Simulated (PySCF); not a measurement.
Cl2GaHS.

```xyz
5

Ga    -0.0129     0.0054     0.0000
Cl    -1.3939     1.6451     0.0000
Cl     2.0922     0.4381     0.0000
S     -0.7484    -2.0629     0.0000
H      0.5057    -2.5752     0.0000
```

Geometry optimised at B3LYP-D3(BJ)/def2-SVP. The structure was generated by enumeration; whether it is a known compound was not checked. Other conformers were not sampled.

The numbers are results of PBE/pcSseg-1 (PySCF), not measurements. Non-relativistic, no solvent.

**Question.** Give the absolute GIAO shielding of each atom: isotropic value and principal components (ppm). (Estimate from the structure and the level; the computed values follow.)

**Answer.** 
```
atom  σ(iso)     σ11     σ22     σ33   span
----  ------  ------  ------  ------  -----
Ga1   1255.9  1074.6  1246.0  1447.1  372.5
Cl2    781.9   589.6   768.6   987.4  397.9
Cl3    760.3   585.0   706.1   989.8  404.8
S4     596.7   464.1   589.7   736.3  272.2
H5      29.5    21.6    27.4    39.4   17.8
```
